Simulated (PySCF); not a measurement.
Cost of excited-state runs on `OCC[C@@H](F)Br`, C$_{3}$H$_{6}$BrFO

Geometry:
```json
{"atom": "O1", "x (Å)": "-2.063", "y (Å)": "-0.044", "z (Å)": "0.766"}
{"atom": "C2", "x (Å)": "-0.957", "y (Å)": "0.378", "z (Å)": "0.006"}
{"atom": "C3", "x (Å)": "0.206", "y (Å)": "-0.555", "z (Å)": "0.355"}
{"atom": "C4", "x (Å)": "1.450", "y (Å)": "-0.263", "z (Å)": "-0.478"}
{"atom": "F5", "x (Å)": "1.381", "y (Å)": "0.951", "z (Å)": "-1.081"}
{"atom": "Br6", "x (Å)": "3.077", "y (Å)": "-0.237", "z (Å)": "0.626"}
{"atom": "H7", "x (Å)": "-2.804", "y (Å)": "0.549", "z (Å)": "0.607"}
{"atom": "H8", "x (Å)": "-0.687", "y (Å)": "1.415", "z (Å)": "0.245"}
{"atom": "H9", "x (Å)": "-1.178", "y (Å)": "0.318", "z (Å)": "-1.070"}
{"atom": "H10", "x (Å)": "0.410", "y (Å)": "-0.433", "z (Å)": "1.420"}
{"atom": "H11", "x (Å)": "-0.111", "y (Å)": "-1.586", "z (Å)": "0.195"}
{"atom": "H12", "x (Å)": "1.628", "y (Å)": "-1.000", "z (Å)": "-1.268"}
```

PySCF with density fitting, on 1 thread of an Arm Neoverse V1, shared host. Command: `OMP_NUM_THREADS=1 python excited_run.py task.json out`

Q: How long does this run take, and how much memory?
- magnetisability and related constants, CAM-B3LYP/pcSseg-1; usual settings

A: 
| run | level | basis functions | wall time | peak memory (GiB) |
| --- | --- | --- | --- | --- |
| magnetisability and related constants | CAM-B3LYP/pcSseg-1 | 156 | 32 s | 0.91 |

Times from a shared host are rough.
